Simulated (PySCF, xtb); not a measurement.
C₂H₄I, SMILES C[CH]I (connectivity only; charge and spin as stated), charge +1, multiplicity 1.

The structure is a stationary point at PBE0-D3(BJ)/def2-SVP. The multiplicity is an assumed one; other spin states were not compared. The isomer is the one that the SMILES or the coordinates give; other isomers of the formula were not compared. The def2 effective core potentials stand for the cores of I; spin–orbit coupling is left out.

Computed with C-PCM-ωB97X/def2-SVP (PySCF 2.14.0).

The values are the electrostatic part of the solvation free energy, E(continuum) − E(gas) at the gas-phase geometry, in a cavity of scaled van der Waals radii (PySCF's table); cavitation and dispersion terms are not included. In vacuum the orbital gap is 8.52 eV.

Question: Estimate the values in water (ε = 78.36), chloroform (ε = 4.71), acetone (ε = 20.49). (Estimate from the structure and the level; the computed values follow.)

Answer: 
```
solvent         ε  ΔG(elec) (kcal/mol)  gap (eV)
----------  -----  -------------------  --------
water       78.36                -59.7      8.70
chloroform   4.71                -47.5      8.65
acetone     20.49                -57.5      8.69
```

For comparison, GFN2-xTB/ALPB(water) (xtb, at the GFN2-xTB geometry, all terms of that model) gives -59.2 kcal/mol.
